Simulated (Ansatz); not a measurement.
Molecule: sum formula Si$_{2}$H$_{3}$Cl$_{2}$ (charge -1, singlet). It need not be the lowest isomer of its formula. Whether it binds its extra electron was not tested at this geometry. 
Structure (B3LYP-D3(BJ)/def2-TZVP (Ansatz, an electronic-structure program) minimum search):
```xyz
7

Cl     2.1124    -1.4810    -0.1788
Si     1.2850     0.5247     0.4819
Si    -0.8751    -0.2379    -0.1499
Cl    -2.3856     1.2962     0.0040
H      1.4488     1.2021    -0.8819
H     -1.1112    -0.7685    -1.5285
H     -1.4321    -1.3074     0.7355
```
Charge -1, spin multiplicity 1.

Basis-set convergence of Hartree-Fock and CCSD(T) correlation energies (hartree) with Ansatz. Valence correlation only, unless marked. No spin-orbit coupling. No relativistic terms. This anion needs diffuse functions, which these sets lack.

```
basis        functions        E(HF)  E(corr, CCSD(T))
-----------  ---------  -----------  ----------------
cc-pV(D+d)Z        107  -1498.74228          -0.54627
cc-pV(T+d)Z        198  -1498.79728          -0.72282
cc-pV(Q+d)Z        346  -1498.81168          -0.78248
cc-pV(5+d)Z        565   (withheld)        (withheld)
```

**Question.** Complete the blanks.

**Answer.** 
- cc-pV(5+d)Z, E(HF): -1498.81438
- cc-pV(5+d)Z, E(corr, CCSD(T)): -0.80203
